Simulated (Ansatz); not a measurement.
HLiO, SMILES [Li][OH].

Geometry: r2SCAN-D4/def2-TZVPD. The isomer is the one that the SMILES or the coordinates give; other isomers of the formula were not compared.

Two levels are set side by side: PBE/def2-TZVPD (Ansatz, a program for electronic structure) and PBE0/def2-TZVPD (Ansatz). Energy differences of separate SCF runs at the same geometry; the states with an electron removed or added have multiplicity 2 and 2. Differences are taken from unrounded values.

```csv
quantity,PBE0,PBE,PBE minus PBE0
vertical ionisation energy (eV),9.10,9.40,0.30
vertical singlet–triplet gap (eV),4.47,4.70,0.23
```
